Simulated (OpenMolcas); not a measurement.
# Sn⁺: effect of the IPEA shift

- Program: OpenMolcas 26.06
- Basis: ANO-RCC-VTZP [7s6p4d2f1g]
- Scalar Hamiltonian: DKH2, point nucleus
- Active space: 3 electrons in 9 orbitals (RAS2 5s 5p; RAS3 5d, at most 2 electrons)
- State averaging: 2S+1 = 4 odd, 1 root; 2S+1 = 2 odd, 8 roots; 2S+1 = 4 even, 3 roots; 2S+1 = 2 even, 9 roots
- Spin-orbit coupling: state interaction with AMFI integrals over the reference wave functions, term energies averaged over their components

Methods on the same reference wave functions:
A. RASSCF
B. SS-RASPT2, IPEA 0 Eh, imaginary shift 0.1 Eh (closed shells correlated: 4d)
C. SS-RASPT2, IPEA 0.25 Eh, imaginary shift 0.1 Eh (closed shells correlated: 4d)

Energies in cm-1 above 5s2 5p 2P* 1/2, the measured ground level; measured values from NIST Handbook of Basic Atomic Spectroscopic Data.

| Level | A | B | C | Measured |
| --- | --- | --- | --- | --- |
| 5s2 5p 2P* 1/2 | 0.0 | 0.0 | 0.0 | 0.0 |
| 5s2 5p 2P* 3/2 | 3752 | 3750 | 3750 | 4251 |
| 5s 5p2 4P 1/2 | 40259 | 45930 | 46070 | 46464 |
| 5s 5p2 4P 3/2 | 41754 | 47460 | 47600 | 48368 |
| 5s 5p2 4P 5/2 | 43799 | 49470 | 49620 | 50730 |
| 5s 5p2 2D 3/2 | 58190 | 60900 | 61400 | 58844 |
| 5s 5p2 2D 5/2 | 58578 | 61360 | 61850 | 59463 |

Deviations, from unrounded energies. A percentage is the sum of absolute deviations over the sum of measured energies, with the sign that they share, or ± where signs differ.

```tsv
Against measurement	Levels	A	B	C
mean absolute deviation (cm-1)	6	3600	1200	1300
fine structure of the ground term (%)	1	-11.7	-11.7	-11.7
other configurations (%)	5	-8.1	±2.5	±2.7
```

B lies closest to measurement on these levels and A furthest from it. The largest miss of B in the table is 5s 5p2 2D 3/2, by +2100 cm-1. The ranking rests on the paired levels alone, and a cruder setting can come out closer through cancelling errors.

Between B and C the level of the table that moves most is 5s 5p2 2D 3/2, by 500 cm-1 (lowest in B, highest in C). Moves below CASPT2's spread within the term are not significant.

The lowest spin-free term lies below A's lowest term by 0.425 hartree in B, 0.424 hartree in C.

CASPT2 breaks the degeneracy within a term, and the mean is taken; among the terms shown or strongly mixed into the levels shown the widest spread is 36 cm-1 (5s 5p2 2D, C). Active for correlation alone: 5d; no level in the range computed is led by a configuration that fills it, so any true level of that kind is missing. Some terms mix strongly with configurations of 5d, whose occupation reaches 0.19 (5s 5p2 2D). Measured partners are found by configuration, term and J. A level has none where our copy of the source lacks it or the pairing is in doubt (some pairs that miss far off the trend of their configuration count as doubtful), and it then counts in no deviation. Levels of configurations outside the active space are missing. Levels that lie high or do not pair safely by name in every column are left out.

* marks odd parity.
